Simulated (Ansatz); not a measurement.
Frontier orbitals of C$_{3}$H$_{3}$FSi.

```xyz
8

F    -1.332    2.098    0.381
C    -0.781    1.083   -0.295
C    -1.059   -0.207   -0.066
C    -0.373   -1.330    0.101
Si    0.846    0.100    0.060
H    -0.504   -2.263   -0.433
H     1.763    0.005   -1.093
H     1.441    0.514    1.344
```

Total charge 0; spin multiplicity 1. Geometry: relaxed with PBE0-D4/def2-TZVP. Basis def2-TZVPP, Ansatz 0.2.0.

| functional | HOMO (eV) | LUMO (eV) | gap (eV) |
| --- | --- | --- | --- |
| LDA (SPW92) | -5.47 | -3.11 | 2.36 |
| PBE | -5.33 | -2.90 | 2.43 |
| revPBE | -5.27 | -2.81 | 2.46 |
| PBE0 | -6.47 | -1.98 | 4.49 |
| B3LYP | -6.27 | -2.20 | 4.07 |
| HSE06 (plane-wave form) | -6.07 | -2.36 | 3.71 |
| CAM-B3LYP | -7.75 | -0.85 | 6.90 |
| ωB97M-V | -8.59 | 0.13 | 8.72 |

From PBE to PBE0 the HOMO moves by −1.14 eV and the LUMO by +0.92 eV, and with ωB97M-V by −3.27 and +3.03 eV, so the gap grows from 2.43 to 8.72 eV with exact exchange. A positive LUMO is unbound and depends on the basis.

B3LYP here is the variant with VWN-RPA as its local correlation; programs differ in this.
